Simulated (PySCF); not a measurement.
Isomers of C6H8N2OSi. Computed with TDDFT PBE0/def2-SVPD, vertical, gas phase, core orbitals frozen in the response in PySCF. Geometries: PBE0-D3(BJ)/def2-SVP; one conformer of each isolated species. Triplets are in the Tamm–Dancoff approximation.

**Question.** Rank by computed lowest triplet energy, highest first.
A. `C1OCC(C#N)(C#N)[SiH2]C1`
B. `C#Cc1cn([SiH2]OC)cn1`
C. `Cn1c(c(O[SiH3])cn1)C#C`
D. `C#C[SiH2]n1cncc1OC`

**Answer.** A (5.96 eV), D (4.17 eV), B (3.69 eV), C (3.50 eV).

```
               SMILES  T1 (eV)  α (au)  f (S1)  gap (eV)  LUMO (eV)   S1 mainly
N#CC1(C#N)COCC[SiH2]1     5.96   103.4   0.005      7.96      -0.51   H→L (63%)
   C#C[SiH2]n1cncc1OC     4.17   110.4   0.000      5.38      -0.69  H→L (100%)
 C#Cc1cn([SiH2]OC)cn1     3.69   115.9   0.001      6.09      -0.36   H→L (95%)
 C#Cc1c(O[SiH3])cnn1C     3.50   118.1   0.281      5.73      -0.68   H→L (91%)
```

H and L stand for HOMO and LUMO.

- `N#CC1(C#N)COCC[SiH2]1`: Löwdin shares by element: HOMO oxygen 38%, carbon 18% or more, nitrogen 7% or more (atoms not listed hold the other 37%); LUMO nitrogen 27%, silicon 18%, carbon 13% or more (atoms not listed hold the other 42%).
- `C#C[SiH2]n1cncc1OC`: Löwdin shares by element: HOMO carbon 62% or more, oxygen 16% (atoms not listed hold the other 22%); LUMO carbon 57% or more, silicon 21%, hydrogen 6% or more (atoms not listed hold the other 16%).
- `C#Cc1cn([SiH2]OC)cn1`: Löwdin shares by element: HOMO carbon 70% or more (atoms not listed hold the other 30%); LUMO silicon 32%, hydrogen 23% or more, carbon 10% or more (atoms not listed hold the other 35%).
- `C#Cc1c(O[SiH3])cnn1C`: Löwdin shares by element: HOMO carbon 47% or more, oxygen 15% (atoms not listed hold the other 38%); LUMO carbon 33% or more, nitrogen 30% (atoms not listed hold the other 37%).
